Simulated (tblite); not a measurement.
Species: C₆H₇O₃ (doublet state).
Cartesian coordinates in Å at the GFN2-xTB level; atoms count from 1:
```xyz
16
C6H7O3 angstrom
C      2.0138   -0.6941   -0.8664
O      1.2180    0.3535   -1.3614
C      0.1350    0.6891   -0.6631
O     -0.3673    1.9014   -0.9540
C     -1.4434    2.0845   -0.1540
C     -1.6299    1.0090    0.6508
C     -0.6005    0.0782    0.3396
C     -0.4169   -1.2963    0.9154
O      0.0341   -2.2136    0.0566
H      2.5111   -0.4078    0.0644
H      1.3696   -1.5918   -0.6367
H      2.7383   -0.9245   -1.6429
H     -1.9767    3.0066   -0.2669
H     -2.4027    0.8758    1.3799
H      0.2136   -1.2290    1.8342
H     -1.4038   -1.6320    1.2932
```

Level: GFN2-xTB in tblite, geometry and Hessian alike; calculated harmonic values, unscaled, isolated species. Errors from tens to a few hundred cm⁻¹ against measured bands are possible. One conformer, not necessarily the lowest. Open shells enter through the occupations alone, without spin polarisation, and single modes of such species can be off by tens of per cent.

Harmonic wavenumbers (cm⁻¹): 108.0, 137.4, 220.4, 233.5, 288.4, 323.7, 400.2, 435.6, 455.3, 577.6, 637.0, 687.3, 711.2, 752.5, 832.2, 853.9, 874.2, 1035.8, 1061.2, 1079.8, 1092.8, 1125.9, 1139.2, 1161.8, 1184.2, 1234.4, 1257.7, 1273.8, 1359.8, 1370.1, 1391.6, 1404.0, 1426.2, 1504.2, 1551.3, 2413.3, 2649.6, 2757.1, 2950.9, 3044.9, 3174.9, 3190.1.

A = 2619, B = 1634, C = 1052 MHz; mass 127.040 u (most abundant isotopes); point group C1, symmetry number 1; spin multiplicity 2.

What is the zero-point energy?

½Σν̃ = 25682 cm⁻¹ = 73.43 kcal/mol.

What is S at 298.15 K and 1 bar for an ideal gas of classical rigid rotors and harmonic oscillators?

Translation 40.46, rotation 28.66, vibration 18.26, spin (R ln 2) 1.38: S = 88.8 cal/(mol K).

And Cp and H(298.15 K) − H(0)?

Cp = 32.47 cal/(mol K), of which vibrations give 24.52 (their classical limit is 42 R = 83.5); H(298.15 K) − H(0) = 5.64 kcal/mol without the zero-point energy, 3.27 from vibrations.

Blend soft modes into free rotors: weight 1/[1 + (100 cm⁻¹/ν̃)⁴] for the oscillator and the rest for a rotor with moment μB/(μ + B), μ = h/(8π²ν), B = 10⁻⁴⁴ kg m². What vibrational entropy results?

18.00 cal/(mol K) in place of 18.26, which changes −T·S at 298.15 K by +0.08 kcal/mol.

How do the functions run with temperature in this model?

```csv
T (K),S (cal/(mol K)),Cp (cal/(mol K)),H − H(0) (kcal/mol),G − H(0) (kcal/mol),ln q(vib)
100,65.1,14.3,1.02,-5.48,0.50
200,77.8,23.3,2.90,-12.65,1.95
300,89.0,32.6,5.70,-20.99,3.71
500,109.8,49.4,13.99,-40.90,7.62
800,136.8,65.0,31.40,-78.01,13.65
1000,152.0,71.3,45.08,-106.92,17.49
```

q(vib) and H(0) count from the zero-point level.

Hindered rotation and anharmonicity are outside this model. Other conformers, if any are populated, would add a mixing term that is left out. The structure is chiral; the term R ln 2 for an equal mix with its mirror image is left out.

On an Arm Neoverse V2 with one thread, shared host with 96 logical CPUs at a one-minute load of 79, this took 0.46 s. This covers the Hessian and the dipole derivatives.
